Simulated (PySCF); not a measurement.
Computed shifts of a molecule C₃H₅Br, PBE/pcSseg-1 (PySCF), GIAO, gas phase, atoms alike by connectivity averaged where their shifts nearly agree, in ppm (number of nuclei): ¹³C: 156.7 (1), 124.0 (1), 34.4 (1). ¹H: 5.85 (1), 5.75 (1), 2.49 (3). References: ¹³C against TMS (σ = 182.0 ppm); ¹H against TMS (σ = 31.49 ppm), references at their B3LYP-D3(BJ)/def2-TZVP geometries, non-relativistic (without spin–orbit terms, shifts of atoms bonded to Cl or Br come out too high). Geometry: TPSSh-D3(BJ)/def2-SVP. The values are those of a single conformer.

### Question
Which structure fits?
(A) C/C=C\Br
(B) C=C(C)Br
(C) BrC1CC1

### Answer
B, C=C(C)Br
